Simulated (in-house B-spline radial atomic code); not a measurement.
**PBE0 excitations of As VI (As5+)**

Method: PBE0. Computed with a B-spline radial code for spherical atoms: linear response of the closed shell [Ar] 3d10 with the functional's adiabatic kernel; non-relativistic, point nucleus, no spin-orbit coupling, no double excitations, S, P, D and F terms only. Only terms of natural parity with L up to 3 were computed.

Without relativity these are model numbers for so heavy an element.

Command:
```bash
python run_td.py task.json out
```
Settings (radii: box in bohr, nucleus in fm):
```
Z                        33
electrons                28
configuration            [Ar] 3d10
hamiltonian              nr
method                   pbe0
box_radius               16.35
intervals                54
```

Time taken, with all properties: 1.7 s on 1 thread of Arm Neoverse N1 (shared host).

The lowest states, in the order of their Tamm-Dancoff energies; the method's threshold (minus the highest occupied level) is 112.26 eV. Labels give the largest channel, * marks a mixed state, and oscillator strengths are full-response dipole values. Semilocal kernels can invert the small singlet-triplet splittings of Rydberg terms. Energies in eV:

```json
{"state": "3d → 4s 3D", "full response": "40.26", "Tamm-Dancoff": "40.28", "oscillator strength": "-"}
{"state": "3d → 4s 1D", "full response": "40.99", "Tamm-Dancoff": "40.99", "oscillator strength": "-"}
{"state": "3d → 4p 3P", "full response": "52.59", "Tamm-Dancoff": "52.61", "oscillator strength": "-"}
{"state": "3d → 4p 3F", "full response": "52.89", "Tamm-Dancoff": "52.91", "oscillator strength": "-"}
{"state": "3d → 4p 1F", "full response": "?", "Tamm-Dancoff": "?", "oscillator strength": "-"}
{"state": "3d → 4p 1P", "full response": "54.42", "Tamm-Dancoff": "54.50", "oscillator strength": "0.547"}
{"state": "3d → 4d 3S", "full response": "71.20", "Tamm-Dancoff": "71.25", "oscillator strength": "-"}
{"state": "3d → 4d 3D", "full response": "72.24", "Tamm-Dancoff": "72.25", "oscillator strength": "-"}
{"state": "3d → 4d 1D", "full response": "72.89", "Tamm-Dancoff": "72.91", "oscillator strength": "-"}
{"state": "3d → 4d 1S", "full response": "77.17", "Tamm-Dancoff": "77.80", "oscillator strength": "-"}
{"state": "3d → 5s 3D", "full response": "78.48", "Tamm-Dancoff": "78.48", "oscillator strength": "-"}
{"state": "3d → 5s 1D", "full response": "78.67", "Tamm-Dancoff": "78.67", "oscillator strength": "-"}
{"state": "3d → 5p 3P", "full response": "82.93", "Tamm-Dancoff": "82.94", "oscillator strength": "-"}
{"state": "3d → 5p 3F", "full response": "83.03", "Tamm-Dancoff": "83.04", "oscillator strength": "-"}
{"state": "3d → 5p 1F", "full response": "83.18", "Tamm-Dancoff": "83.19", "oscillator strength": "-"}
{"state": "3d → 5p 1P", "full response": "83.43", "Tamm-Dancoff": "83.45", "oscillator strength": "0.0531"}
{"state": "3d → 4f 3P", "full response": "86.59", "Tamm-Dancoff": "86.60", "oscillator strength": "-"}
{"state": "3d → 4f 3F", "full response": "86.82", "Tamm-Dancoff": "86.82", "oscillator strength": "-"}
{"state": "3d → 4f 1F", "full response": "86.90", "Tamm-Dancoff": "86.90", "oscillator strength": "-"}
{"state": "3d → 4f 1P", "full response": "87.25", "Tamm-Dancoff": "87.28", "oscillator strength": "0.635"}
{"state": "3d → 5d 3S", "full response": "?", "Tamm-Dancoff": "?", "oscillator strength": "-"}
{"state": "3d → 5d 3D", "full response": "90.23", "Tamm-Dancoff": "90.23", "oscillator strength": "-"}
```

Where does 3d → 5d 3S lie?

At 89.90 eV in full response, 89.91 eV in Tamm-Dancoff.

Where does 3d → 4p 1F lie?

At 53.40 eV in full response, 53.40 eV in Tamm-Dancoff.

How large is the singlet-triplet splitting of 3d → 4s (D terms) in Tamm-Dancoff?

0.715 eV, from the unrounded values.

What polarisabilities and dispersion coefficient does the method give?

Dipole 0.5338 bohr³, quadrupole 0.61 bohr⁵, C6 0.8835 hartree·bohr⁶ for two such species.
